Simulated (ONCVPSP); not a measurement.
**Ranking ONCV potentials for silicon (Si)**

All share these settings but for the change named:

ONCVPSP 4.0.1 input, shortened (lines: element, Z, core and valence counts, functional; n l f; lmax; l rc ep ncon nbas qcut; lloc lpopt rc5 dvloc0; l nproj debl; icmod fcfact rcfact), LDA (Perdew-Zunger), scalar-relativistic:

```
  Si 14.00    1    4        3      upf
    1    0    2.00
    2    0    2.00
    2    1    6.00
    3    0    2.00
    3    1    2.00
    1
    0    1.00    0.00    3    7   10.90
    1    0.80    0.00    4    7   15.10
    4    2    0.50    0.00
    0    2    1.20
    1    2    1.70
    0    0.00    0.00
```

Cutoff: the first of the cutoffs (Ha) at which the residual kinetic energy of the hardest occupied pseudo-wave falls to 1 and 0.1 mHa per electron; the density cutoff is not measured.

The base gives 104 Ha.

Of 8 variants that were run, those that failed, showed a ghost or another fault, or gave nearly equal values are left out.

A variant can come out equal or close to the base.

**Question.** Rank these variants from softest to hardest (loose cutoff).
A. all radii scaled by about 0.86 (s 0.86, p 0.68 bohr); local potential polynomial inside 0.42 bohr (lpopt 2, dvloc0 0 Ha)
B. s: nproj 4
C. p: rc 0.54

**Answer.** B (104 Ha), A (240 Ha), C (484 Ha).
